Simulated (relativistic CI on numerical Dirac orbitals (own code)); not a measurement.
A reference radial Dirac CI calculation of Re²⁺ gave the lowest total energy -16676.64558 Ha in 26 SCF steps, from this input:

```
atom Re  Z=75  charge=2  electrons=73
nucleus A=187  rms_radius_fm=5.3698
hamiltonian dirac-coulomb  breit=on  qed=on  c_scale=1
orbitals kli  potential=per-configuration
slater_scale 1
correlation none
mixing on
grid step=0.0125 r_max=86.5
scf mixing=0.4 start=green max_iterations=150 tolerance=2e-08 node_fill=0.05
configurations
  [Xe] 4f14 5d5
  [Xe] 4f14 5d4 6s
end
```

One setting was then changed (and the iteration limit cut to 86), and the output read:

```
SCF 1: [Xe] 4f14 5d5
 iter      energy (Ha)   residual   last orbital (Ha)
    1    -16662.304809   3.59e+00     -2.74123
    2    -16704.347984   7.49e-01     -1.28158
    3    -16706.223661   2.57e-01     -0.96998
    4    -16706.510899   1.76e-01     -0.98407
    5    -16706.549344   5.52e-02     -0.93649
    6    -16706.561872   1.35e-02     -0.96161
    7    -16706.562268   1.12e-02     -0.95818
    8    -16706.560666   2.60e-03     -0.95408
    9    -16706.561005   3.06e-04     -0.95457
   10    -16706.561044   1.32e-05     -0.95465
   11    -16706.561045   3.76e-07     -0.95466
   12    -16706.561045   1.85e-08     -0.95466
SCF 2: [Xe] 4f14 5d4 6s
 iter      energy (Ha)   residual   last orbital (Ha)
    1    -16664.023361   3.55e+00     -1.56288
    2    -16704.307617   7.55e-01     -1.02650
    3    -16706.161159   2.55e-01     -0.89227
    4    -16706.442010   1.71e-01     -0.89340
    5    -16706.476485   4.63e-02     -0.87098
    6    -16706.485276   7.14e-03     -0.87613
    7    -16706.487916   9.28e-03     -0.87725
    8    -16706.486577   8.72e-04     -0.87561
    9    -16706.486674   2.16e-04     -0.87565
   10    -16706.486714   2.47e-05     -0.87565
   11    -16706.486711   1.06e-06     -0.87564
   12    -16706.486711   9.98e-08     -0.87564
   13    -16706.486711   1.03e-08     -0.87564
orbital energies (Ha): 4d5/2 -10.0185  4f5/2 -2.4375  4f7/2 -2.3462  5s -3.9037  5p1/2 -2.8000  5p3/2 -2.4030  5d3/2 -0.9898  5d5/2 -0.9547
configuration averages (Ha): Dirac-Coulomb, Breit, QED
  5d5                         -16706.561045   18.012998   12.252654
  5d4 6s                      -16706.486711   18.013847   12.253802
levels: no., configuration, term, J, E (cm-1), weight
   1 5d5                    6S   5/2              0.0  0.95
   2 5d4 6s                 6D   1/2          17089.2  0.81
   3 5d4 6s                 6D   3/2          18670.5  0.83
   4 5d5                    4G   5/2          18767.3  0.41
   5 5d4 6s                 6D   5/2          20729.0  0.85
   6 5d5                    4G   7/2          20821.6  0.80
   7 5d5                    4D   3/2          20905.2  0.44
   8 5d5                    4G   5/2          20990.8  0.32
   9 5d5                    4G   11/2         21656.8  0.90
  10 5d5                    4G   9/2          21772.5  0.91
  11 5d5                    4D   1/2          22047.0  0.40
  12 5d4 6s                 6D   7/2          22619.7  0.89
  13 5d5                    4D   7/2          24520.6  0.70
  14 5d4 6s                 6D   9/2          24681.2  0.92
lowest total energy -16676.473993 Ha
warning: orbitals of one symmetry overlap by 2.3e-04
end: converged
```

(1) Which setting was changed?
A. SCF mixing
B. grid step
C. speed of light
D. configuration list

Answers

(1) B. The grid step 0.15. This setting is bad on purpose; its numbers may not be properties of the ion.
